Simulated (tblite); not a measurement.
Species: C6H12OSi2.
SMILES with atom numbers: `[CH3:1][SiH2:2][c:3]1[cH:4][cH:5][c:6]([CH2:7][SiH3:8])[o:9]1` (hydrogens: H10, H11, H12 on C1; H13, H14 on Si2; H15 on C4; H16 on C5; H17, H18 on C7; H19, H20, H21 on Si8)

The geometry is computed with GFN2-xTB (gas phase).

Give the optimised bond lengths and angles.

```tsv
bond	length (pm)	order
C1–Si2	189.7	single
Si2–C3	187.0	single
C3–C4	136.9	aromatic
C4–C5	141.2	aromatic
C5–C6	136.7	aromatic
C6–C7	148.0	single
C7–Si8	191.3	single
C6–O9	134.7	aromatic
C3–O9	136.2	aromatic
C1–H10, C1–H11, C1–H12	108.6	single
Si2–H13, Si2–H14	147.0	single
C4–H15	107.1	single
C5–H16	107.2	single
C7–H17, C7–H18	109.0	single
Si8–H19, Si8–H20, Si8–H21	146.3	single
```

Bonds in one row agree within 1 pm and their mean is given. Orders are formal, as drawn. A selection of angles:
```tsv
angle	degrees
Si2–C1–H10	111.5
H10–C1–H11	107.6
C1–Si2–C3	108.4
C1–Si2–H13	110.0
C1–Si2–H14	110.6
C3–Si2–H13	109.7
H13–Si2–H14	108.9
Si2–C3–C4	134.2
Si2–C3–O9	117.1
C4–C3–O9	108.8
C3–C4–C5	107.1
C3–C4–H15	126.1
C5–C4–H15	126.8
C4–C5–C6	106.1
C4–C5–H16	127.3
C6–C5–H16	126.5
C5–C6–C7	131.7
C5–C6–O9	109.9
C7–C6–O9	118.3
C6–C7–Si8	110.2
C6–C7–H17	109.3
Si8–C7–H17	109.4
Si8–C7–H18	110.9
H17–C7–H18	107.9
C7–Si8–H19	109.3
C7–Si8–H20	107.8
H19–Si8–H20	110.5
C3–O9–C6	108.1
```

Torsions: C1–Si2–C3–C4 -12° (synperiplanar); C5–C6–C7–Si8 -105° (anticlinal). The mirror-image conformer, all signs reversed, is as good.

Si8 (SiH3 silicon) is tetrahedral (angles from 107.8° to 110.5°). The 3 C–Si bonds span 1.870 Å (Si2–C3, drawn single) to 1.913 Å (C7–Si8, drawn single), a spread of 0.043 Å. O9 (furan-type oxygen) is bent (angle 108.1°). The 4 C–C bonds span 1.367 Å (C5–C6, aromatic) to 1.480 Å (C6–C7, drawn single), a spread of 0.113 Å. The 5-membered ring C3–C4–C5–C6–O9 has internal angles of 106.1° to 109.9°; it is planar, 0.00 Å rms from its mean plane, widest ring torsion 1°. Si2 (SiH2 silicon) is tetrahedral (angles from 108.4° to 110.6°).

Point group: C1 (no symmetry element, even within 0.4 Å). Its GFN2-xTB frequencies are all real (lowest 21 cm⁻¹). One conformer, not necessarily the lowest.
